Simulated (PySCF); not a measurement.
C2H9BO2Si, SMILES C[SiH2]CB(O)O. Coordinates come from a PBE-D3(BJ)/def2-SVP optimisation. The structure was generated by enumeration, and PubChem lists no compound with its InChIKey, so it may never have been made. One conformer was computed; it need not be the lowest.

Computed equilibrium geometry at PBE-D3(BJ)/def2-SVP (PySCF confirms it by a frequency run) as bond lengths and angles (one conformer of several):
Atoms: Si1 C2 C3 B4 O5 O6 H7 H8 H9 H10 H11 H12 H13 H14 H15. Bonded distances (Å): Si1–C2 1.891, Si1–C3 1.902, Si1–H7 1.509, Si1–H8 1.509, C2–H9 1.109, C2–H10 1.110, C2–H11 1.108, C3–B4 1.587, C3–H12 1.112, C3–H13 1.111, B4–O5 1.377, B4–O6 1.374, O5–H14 0.971, O6–H15 0.971. Angles (°): C2–Si1–C3 109.6, C2–Si1–H7 110.1, C2–Si1–H8 109.9, C3–Si1–H7 110.7, C3–Si1–H8 108.9, H7–Si1–H8 107.6, Si1–C2–H9 110.3, Si1–C2–H10 110.7, Si1–C2–H11 111.6, H9–C2–H10 108.1, H9–C2–H11 108.3, H10–C2–H11 107.7, Si1–C3–B4 109.5, Si1–C3–H12 107.3, Si1–C3–H13 108.2, B4–C3–H12 112.1, B4–C3–H13 112.6, H12–C3–H13 106.9, C3–B4–O5 122.5, C3–B4–O6 123.0, O5–B4–O6 114.4, B4–O5–H14 111.6, B4–O6–H15 111.7.
Charge 0, spin multiplicity 1.
